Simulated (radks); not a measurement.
Values are calculated unless marked as measured or tabulated.
Dipole-allowed excitations along the series with 28 electrons in [Ar] 3d10. Code: a radial shooting solver on a logarithmic mesh with Libxc functionals. Model: scalar-relativistic Kohn-Sham, LB94 model potential, spin-polarised, spherical densities, finite nucleus; Fermi nuclear charge, rms radius of each element as measured or else 0.836 A^(1/3) + 0.57 fm. Time-dependent linear response with the Hartree and adiabatic LDA kernel, continuum included through the Sternheimer equations, no spin-orbit coupling, so fine structure and intercombination lines are absent. Lines are the poles of the dipole polarisability below minus the highest occupied eigenvalue, found on a grid refined at the orbital gaps; the lowest seven at most are given, and weak or close lines can be missed. The first line takes the name of the lowest orbital gap if no other gap lies below it; otherwise a line is named after a gap within 0.6 % of it, if that gap stands alone.

| species | -e(HOMO) (eV) | lowest orbital gap (eV) | first line (eV) | f | strongest line (eV) | its f | static alpha (bohr^3) |
|---|---|---|---|---|---|---|---|
| Ag19+ | 880.89 | 3d-4p 382.60 | 385.69 (3d-4p) | 0.452 | 530.19 (unassigned) | 4.70 | 0.02793 |
| Cd20+ | 958.53 | 3d-4p 416.06 | 419.26 (3d-4p) | 0.470 | 571.85 (unassigned) | 4.94 | 0.02440 |
| In21+ | 1039.3 | 3d-4p 450.81 | 454.18 (3d-4p) | 0.464 | 614.42 (unassigned) | 4.33 | 0.02143 |
| Sn22+ | 1123.1 | 3d-4p 486.85 | 490.39 (3d-4p) | 0.459 | 657.16 (unassigned) | 2.27 | 0.01890 |
| Sb23+ | 1210.0 | 3d-4p 524.17 | 527.89 (3d-4p) | 0.453 | 706.31 (unassigned) | 4.00 | 0.01675 |
| Te24+ | 1299.9 | 3d-4p 562.77 | 566.68 (3d-4p) | 0.448 | 753.50 (unassigned) | 4.46 | 0.01489 |
